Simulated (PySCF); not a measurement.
**Two-component Hartree-Fock for Nb²⁺ (niobium, charge +2)**

Start: [Kr] 4d3; 4d3/2 filled at m_j = -1/2, +1/2, +3/2. Calculated with PySCF 2.14 in x2c-TZVPall-2c: generalised Hartree-Fock with the X2C-1e Hamiltonian and a Gaussian nucleus; one run each with spin-orbit coupling (SO) switched off, then screened by Boettger's factors.

| spinor shell | electrons | ε, spin-free (eV) | ε, screened SO (eV) | weight of nominal j (screened SO) | rms radius, screened SO (bohr) |
| --- | --- | --- | --- | --- | --- |
| 1s1/2 | 2 | -19105.2 | -19104.2 | 1.000 | 0.0415 |
| 2s1/2 | 2 | -2761.3 | -2761.0 | 1.000 | 0.171 |
| 2p1/2 | 2 | -2461.2 | -2527.3 | 1.000 | 0.149 |
| 2p3/2 | 4 | -2461.2 | -2430.0 | 1.000 | 0.154 |
| 3s1/2 | 2 | -507.35 | -507.24 | 1.000 | 0.471 |
| 3p1/2 | 2 | -406.48 | -417.64 | 1.000 | 0.471 |
| 3p3/2 | 4 | -406.48 | -401.14 | 1.000 | 0.482 |
| 3d3/2 | 4 | -241.51 | -243.47 | 0.979 | 0.471 |
| 3d5/2 | 6 | -241.51 | -240.06 | 0.986 | 0.475 |
| 4s1/2 | 2 | -90.103 | -90.055 | 1.000 | 1.24 |
| 4p1/2 | 2 | -60.730 | -64.899 | 0.690 | 1.39 |
| 4p3/2 | 4 | -60.730 | -58.635 | 0.845 | 1.39 |
| 4d3/2 | 3 | -25.283 | -25.302 | 0.636 | 1.98 |

| quantity | spin-free | screened SO |
| --- | --- | --- |
| E (hartree) | -3816.32437 | -3816.73524 |
| M_J | 3/2 | 3/2 |
| ⟨J²⟩ | 6.758 | 6.501 |
| ⟨L²⟩ | 12.006 | 11.993 |
| ⟨S²⟩ | 3.752 | 3.747 |

The determinant has a definite M_J but mixes levels of different J.

Each row is a mean over spinors that exchange with the open shell spreads, by up to 3.609 eV (4s1/2).

Rows whose weight is well below 1 are mixtures of j = l ± 1/2: exchange outweighs spin-orbit coupling there, and the label is only the starting occupation.

Breit and QED terms are absent; they matter most for the inner s and p1/2 levels.

Densities and radii are taken from the X2C orbitals without a picture-change correction, which distorts them close to the nucleus.

Without spin-orbit coupling the j labels of p, d and f shells carry no meaning; the spin-free column gives the mean over the occupied spinors of each nl shell, and its ⟨J²⟩ belongs to a mixture of degenerate components.
